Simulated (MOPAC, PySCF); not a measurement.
C9H9B2N, SMILES `Bc1ccc2c(B)ccnc2c1`, neutral singlet in the gas phase. 

Z-matrix (Å, degrees):
```
C
C 1 1.4256
C 2 1.3849 1 120.78
H 2 1.0989 3 120.43 1 179.99
H 3 1.1014 2 119.52 4 -0.04
C 3 1.4364 5 118.41 2 179.96
C 6 1.4023 3 117.52 5 -179.97
H 7 1.1005 6 121.14 3 179.99
C 7 1.4232 8 116.91 6 -180.00
N 9 1.3680 7 117.58 8 0.00
C 10 1.3237 9 118.14 7 -179.98
H 11 1.1055 10 116.70 9 -179.98
C 11 1.4206 12 119.87 10 -179.99
H 13 1.1012 11 119.38 12 0.02
C 13 1.4027 14 119.64 11 -179.96
B 6 1.5453 7 120.64 8 -0.01
H 16 1.2171 6 119.99 7 -0.01
H 16 1.2179 17 119.67 6 -179.99
B 15 1.5507 13 118.48 14 -0.05
H 19 1.2146 15 122.94 13 179.99
H 19 1.2165 20 118.71 4 180.00
```
Charge 0, spin multiplicity 1.

All levels are single points at this geometry (PBE-D3(BJ)/def2-SVP); Pople sets use spherical d functions. Orbital energies aren't observables, and empty levels follow the basis.

```tsv
level	HOMO (eV)	LUMO (eV)	gap (eV)	dipole (D)	vertical IE, Delta-SCF (eV)
PBE-D3(BJ)/def2-TZVP in PySCF	-6.33	-3.85	2.47	1.91	–
B3LYP/6-311+G** in PySCF	-7.01	-3.19	3.82	2.01	–
M06-2X/6-31G* in PySCF	-7.93	-1.92	6.02	1.90	–
AM1 in MOPAC	-9.20	-1.00	8.20	1.61	–
PM3 in MOPAC	-9.47	-1.65	7.82	1.78	–
PM6 in MOPAC	-9.33	-1.52	7.82	1.96	–
```
